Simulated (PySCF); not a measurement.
## Computed properties of C3HClF2, SMILES C(F)(=C=CF)Cl

C3HClF2, SMILES FC(Cl)=C=CF. Geometry: B3LYP-D3(BJ)/def2-SVP. The structure was generated by enumeration; whether it is a known compound was not checked. One conformer was computed; it need not be the lowest. All values are computed for the isolated molecule unless a solvent is named; none is compared with measurement here.

**Structure.** All 15 harmonic modes at B3LYP-D3(BJ)/def2-SVP (PySCF) are real, so it is a minimum. With heavy atoms numbered as in [F:1][CH:2]=[C:3]=[C:4]([F:5])[Cl:6], the shortest bond between them is C3–C4 at 1.306 Å and the longest C4–Cl6 at 1.734 Å.

**Vibrations.** The strongest infrared lines (harmonic, unscaled, degenerate partners summed) lie at 2097 cm⁻¹ (452 km/mol, C 99 %), 1153 cm⁻¹ (310 km/mol, C 60 %, F 37 %), 1054 cm⁻¹ (254 km/mol, C 74 %, F 21 %). The softest mode is at 104 cm⁻¹ and the zero-point energy is 20.5 kcal/mol.

**Electronic structure.** B3LYP/def2-TZVP (PySCF) places the frontier levels at -7.79 and -1.35 eV, a gap of 6.44 eV, and gives a dipole moment of 1.38 D and a mean polarisability of 52.3 bohr³. PBE/def2-TZVP (PySCF) at the same geometry gives -6.74 and -2.08 eV, so its gap is 1.78 eV narrower. An orbital gap is neither the optical nor the fundamental gap.

**Excitations.** TDDFT-PBE0/def2-SVPD (PySCF) has S1 at 5.05 eV (245 nm, f = 0.000, dark); the most intense of the 10 singlets computed lies at 7.23 eV (f = 0.74). T1 (TDA) is at 4.06 eV. TDDFT-PBE/def2-SVPD (PySCF) puts S1 at 4.77 eV. No vertical singlet excitation falls in the visible range (under 3.1 eV).

**NMR.** GIAO shifts at HF/pcSseg-1 (PySCF) (non-relativistic, atoms alike by connectivity averaged): ¹³C from 137.7 to 185.5 ppm against TMS; ¹H at 7.6 ppm against TMS; ¹⁹F from -105.0 to -60.5 ppm against CFCl3. Without spin–orbit terms, shifts of atoms bonded to Cl or Br come out too high.

**Solvation.** SMD-ωB97X/def2-SVP (PySCF) gives 1.8 kcal/mol in water, -2.2 kcal/mol in acetone, -1.4 kcal/mol in cyclohexanone (1 M in both phases, gas-phase geometry); of these solvents acetone holds the molecule best.
